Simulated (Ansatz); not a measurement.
**Match the barriers**

Saddle point of SiH6ClOF, singlet (SiH₃Cl ([SiH3][Cl]) + H₂O + HF → SiH₃F ([F][SiH3]) + HCl + H₂O; bonds formed: Si1–F7, Cl2–H8, H6–O9; bonds broken: Si1–Cl2, H6–F7, H8–O9), PBE0-D4/def2-TZVP structure:

Si1  (-1.293, 0.370, 0.607)
Cl2  (0.157, 1.497, -0.894)
H3  (-1.936, -0.598, -0.309)
H4  (-1.581, 0.082, 2.043)
H5  (-2.028, 1.662, 0.475)
H6  (1.188, -0.759, 0.131)
F7  (0.198, -0.615, 0.913)
H8  (1.491, 0.265, -0.992)
O9  (1.943, -0.613, -0.647)
H10  (1.861, -1.293, -1.327)
(Å)

Computed with Ansatz 0.2.0 (basis: def2-TZVPP, with def2-QZVPP for the basis limit); correlated methods freeze the cores. B3LYP uses VWN-RPA correlation. Extrapolation: Hartree–Fock as exp(−7.88 √X), correlation as X^−2.97. Four methods, as single points on the PBE0-D4 structures, gave these electronic barriers from the start structure: 20.13, 21.99, 23.67, 36.54 kcal/mol.

(1) The methods were, in alphabetical order, B3LYP-D4, BLYP-D4, HF, MP2. Which gave which? (Judge from chemistry; the calculation decides.)

No T1 diagnostic of these runs exceeds 0.011.

Answers

(1) Computed: BLYP-D4 20.13; B3LYP-D4 21.99; MP2 23.67; HF 36.54 kcal/mol. For comparison, CCSD(T) at an estimated basis limit (MP2 extrapolated from triple and quadruple zeta, plus CCSD(T) − MP2 in triple zeta) gives 24.35 kcal/mol.

Labels in which every atom is bracketed show which atoms are joined, not bond orders.

For scale, one of the runs: CCSD(T)/def2-TZVPP, 230 basis functions, launched by `ansatz run in.yaml --threads 4 --pin off --events-out ev --progress --plain --max-ram 9574MiB`. The run took 100 s on 4 CPU threads of an Arm Neoverse V2 (shared host), with 3.9 GiB of host memory at its peak.
